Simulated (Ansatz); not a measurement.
Born–Oppenheimer molecular dynamics of a periodic cell of 17 atoms, Rb16O (host Rb, host structure bcc, interstitial O). It goes on from the last frame of an earlier run, with new velocities.

Level of theory: DFT r2SCAN, scalar-relativistic, plane waves, PAW in Ansatz. Settings: cutoff 500 eV, k mesh 1x1x1, fermi-dirac smearing 0.1 eV, no spin polarisation.

| Property | Result |
| --- | --- |
| ensemble | NVT, Nosé–Hoover chain |
| time step | 1.5 fs |
| steps asked | 140 |
| set temperature | 1680 K |
| thermostat | time constant 5 fs, chain length 1 |
| seed | 575519 |

First frame:

```xyz
17
Lattice="11.1800 0.0000 0.0000 0.0000 11.1800 0.0000 0.0000 0.0000 11.1800" Properties=species:S:1:pos:R:3
Rb 0.128 0.162 -1.455
Rb 5.885 0.294 0.017
Rb 0.304 5.582 0.034
Rb -0.167 0.072 6.139
Rb 2.510 2.127 2.966
Rb 5.423 5.348 0.513
Rb 5.203 -0.071 5.322
Rb 8.203 2.889 2.916
Rb 0.038 5.777 5.158
Rb 2.547 8.420 2.600
Rb 2.769 2.900 9.003
Rb 5.492 5.869 5.561
Rb 8.607 8.089 3.001
Rb 8.737 2.513 8.409
Rb 2.794 8.341 8.384
Rb 8.670 8.779 8.533
O 9.323 0.134 7.986
```

Problem. What does the run give?

Solution. All steps were run.

```yaml
steps_done: 140
time_covered: 210 fs
mean_temperature_over_the_second_half: 1680 K
spread_of_the_potential_energy_over_the_second_half: 26.6 meV per atom
mean_potential_energy_of_the_second_half_above_the_start: 134.4 meV per atom
```

The conserved energy stayed within 0.074 meV per atom of its start (net change 0.018 meV per atom), so the integration is sound. A run of 0.21 ps of so small a system gives no equilibrium averages. Limits of this set-up: coarse k mesh, a small cell, in which the defect meets its images.

Problem. What happens to the structure?

Solution. Mean squared displacements from the first frame to the last, about the centre of mass: Rb 1.58 Å², O 1.62 Å². This is one draw of velocities; another would differ in detail.

Problem. How do temperature and energy run in time?

Solution. 
```json
{"time (fs)": "0", "T (K)": "1680", "potential energy less start (eV)": "0.000", "conserved less start (meV/atom)": "0.00"}
{"time (fs)": "6", "T (K)": "1661", "potential energy less start (eV)": "0.046", "conserved less start (meV/atom)": "-0.01"}
{"time (fs)": "12", "T (K)": "1635", "potential energy less start (eV)": "0.222", "conserved less start (meV/atom)": "0.01"}
{"time (fs)": "18", "T (K)": "1683", "potential energy less start (eV)": "0.473", "conserved less start (meV/atom)": "0.04"}
{"time (fs)": "24", "T (K)": "1739", "potential energy less start (eV)": "0.692", "conserved less start (meV/atom)": "0.06"}
{"time (fs)": "30", "T (K)": "1701", "potential energy less start (eV)": "0.803", "conserved less start (meV/atom)": "0.05"}
{"time (fs)": "36", "T (K)": "1655", "potential energy less start (eV)": "0.805", "conserved less start (meV/atom)": "0.04"}
{"time (fs)": "42", "T (K)": "1681", "potential energy less start (eV)": "0.766", "conserved less start (meV/atom)": "0.02"}
{"time (fs)": "48", "T (K)": "1698", "potential energy less start (eV)": "0.746", "conserved less start (meV/atom)": "0.03"}
{"time (fs)": "54", "T (K)": "1668", "potential energy less start (eV)": "0.744", "conserved less start (meV/atom)": "0.03"}
{"time (fs)": "60", "T (K)": "1661", "potential energy less start (eV)": "0.753", "conserved less start (meV/atom)": "0.03"}
{"time (fs)": "66", "T (K)": "1683", "potential energy less start (eV)": "0.800", "conserved less start (meV/atom)": "0.03"}
{"time (fs)": "72", "T (K)": "1679", "potential energy less start (eV)": "0.901", "conserved less start (meV/atom)": "0.03"}
{"time (fs)": "78", "T (K)": "1662", "potential energy less start (eV)": "1.041", "conserved less start (meV/atom)": "0.04"}
{"time (fs)": "84", "T (K)": "1678", "potential energy less start (eV)": "1.199", "conserved less start (meV/atom)": "0.04"}
{"time (fs)": "90", "T (K)": "1697", "potential energy less start (eV)": "1.362", "conserved less start (meV/atom)": "0.05"}
{"time (fs)": "96", "T (K)": "1680", "potential energy less start (eV)": "1.517", "conserved less start (meV/atom)": "0.05"}
{"time (fs)": "102", "T (K)": "1668", "potential energy less start (eV)": "1.657", "conserved less start (meV/atom)": "0.05"}
{"time (fs)": "108", "T (K)": "1694", "potential energy less start (eV)": "1.767", "conserved less start (meV/atom)": "0.06"}
{"time (fs)": "114", "T (K)": "1704", "potential energy less start (eV)": "1.835", "conserved less start (meV/atom)": "0.06"}
{"time (fs)": "120", "T (K)": "1678", "potential energy less start (eV)": "1.853", "conserved less start (meV/atom)": "0.05"}
{"time (fs)": "126", "T (K)": "1670", "potential energy less start (eV)": "1.834", "conserved less start (meV/atom)": "0.05"}
{"time (fs)": "132", "T (K)": "1688", "potential energy less start (eV)": "1.807", "conserved less start (meV/atom)": "0.04"}
{"time (fs)": "138", "T (K)": "1678", "potential energy less start (eV)": "1.806", "conserved less start (meV/atom)": "0.03"}
{"time (fs)": "144", "T (K)": "1652", "potential energy less start (eV)": "1.863", "conserved less start (meV/atom)": "0.03"}
{"time (fs)": "150", "T (K)": "1663", "potential energy less start (eV)": "1.988", "conserved less start (meV/atom)": "0.03"}
{"time (fs)": "156", "T (K)": "1695", "potential energy less start (eV)": "2.163", "conserved less start (meV/atom)": "0.05"}
{"time (fs)": "162", "T (K)": "1696", "potential energy less start (eV)": "2.333", "conserved less start (meV/atom)": "0.06"}
{"time (fs)": "168", "T (K)": "1677", "potential energy less start (eV)": "2.457", "conserved less start (meV/atom)": "0.05"}
{"time (fs)": "174", "T (K)": "1669", "potential energy less start (eV)": "2.567", "conserved less start (meV/atom)": "0.04"}
{"time (fs)": "180", "T (K)": "1676", "potential energy less start (eV)": "2.706", "conserved less start (meV/atom)": "0.05"}
{"time (fs)": "186", "T (K)": "1692", "potential energy less start (eV)": "2.847", "conserved less start (meV/atom)": "0.07"}
{"time (fs)": "192", "T (K)": "1707", "potential energy less start (eV)": "2.920", "conserved less start (meV/atom)": "0.07"}
{"time (fs)": "198", "T (K)": "1691", "potential energy less start (eV)": "2.909", "conserved less start (meV/atom)": "0.05"}
{"time (fs)": "204", "T (K)": "1657", "potential energy less start (eV)": "2.881", "conserved less start (meV/atom)": "0.03"}
{"time (fs)": "210", "T (K)": "1652", "potential energy less start (eV)": "2.912", "conserved less start (meV/atom)": "0.02"}
```

Time of the run: 26 min on 4 threads of Intel(R) Xeon(R) 6975P-C (Granite Rapids) (shared host), peak memory 4 GiB.
